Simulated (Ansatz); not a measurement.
Born–Oppenheimer molecular dynamics of H$_{8}$N$_{2}$OSi (12 atoms, charge 0, multiplicity 1). It starts from a rough guess of a transition structure, not a stationary point.

Computed with UKS PBE-D4/STO-3G in Ansatz.

```
ensemble                      : NVE (velocity Verlet)
time step                     : 0.5 fs
steps asked                   : 150
starting velocities drawn for : 1000 K
seed                          : 590195
```

First frame:

```xyz
12
Properties=species:S:1:pos:R:3
Si -0.434 -0.667 0.356
N 1.327 0.500 0.126
H -1.571 -1.539 -0.022
H 0.326 -1.443 1.329
N -1.324 0.799 0.539
H 1.188 -0.151 -1.035
O 0.360 -0.995 -1.524
H 1.304 1.500 -0.005
H 2.172 0.235 0.607
H -0.877 1.618 0.917
H -2.265 0.720 0.882
H -0.206 -0.578 -2.170
```

**Question.** How far do the bonds stretch over the last three quarters of this one trajectory? (Pairs bonded in most of those frames.)

**Answer.** 
```
  bond  mean (Å)  spread (Å)  shortest  longest
Si1–H3     1.477       0.010      1.45     1.49
Si1–H4     1.470       0.053      1.38     1.55
Si1–N5     1.800       0.060      1.72     1.94
Si1–O7     1.791       0.081      1.67     1.91
 N2–H6     1.129       0.048      1.05     1.25
 N2–H8     1.077       0.072      0.95     1.18
 N2–H9     1.066       0.031      1.01     1.14
N5–H10     1.078       0.062      0.97     1.18
N5–H11     1.068       0.026      1.02     1.13
O7–H12     1.049       0.073      0.94     1.15
```

Mean temperature of the second half: 1004 K. The conserved energy stayed within 0.48 meV per atom of its start (net change 0.48 meV per atom), so the integration is sound. A run of 0.075 ps of so small a system gives no equilibrium averages. The orbitals stay closed-shell, which can raise the energy where a bond breaks towards radicals; this wasn't checked here. Limits of this set-up: minimal basis.

The run took 6.5 min on 1 thread of Arm Neoverse V2 (shared host), peak memory 0.12 GiB.
